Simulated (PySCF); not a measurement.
PySCF input file for S4, SMILES S=S(=S)=S, PBE0/pcJ-1. The structure is a stationary point at ωB97X-D3(BJ)/def2-SVP.

```python
import numpy as np
from pyscf import gto, scf, dft
from pyscf.prop.ssc import rks as ssc

mol = gto.M(
    atom='''
    S    -0.00000000    0.00000000    0.00000000
    S     1.90025271    0.00000000   -0.00000000
    S    -0.95012635    1.64566712    0.00000000
    S    -0.95012635   -1.64566712   -0.00000000
    ''',
    basis='pcJ-1',
    charge=0,
    spin=0,
    max_memory=1600,
    verbose=3,
)
mf = dft.RKS(mol, xc='pbe0')
mf.grids.level = 3
mf.conv_tol = 1e-10
mf.max_cycle = 100
mf.kernel()
j = ssc.SSC(mf)
j.with_fcsd = True
j.max_cycle_cphf = 80
j.conv_tol = 1e-7
e11 = j.kernel()
```

Log of the run:

```
converged SCF energy = -1581.81513699205
Reduced spin-spin coupling constant K (Hz)
               #0        #1        #2        #3
        0 S    0.00000
        1 S  -250.48391   0.00000
        2 S  -250.48003 -32.30348   0.00000
        3 S  -250.48057 -32.30349 -32.30443   0.00000
Spin-spin coupling constant J (Hz)
               #0        #1        #2        #3
        0 S    0.00000
        1 S  -46.14531   0.00000
        2 S  -46.14460  -5.95110   0.00000
        3 S  -46.14470  -5.95110  -5.95127   0.00000
```

The run converged.
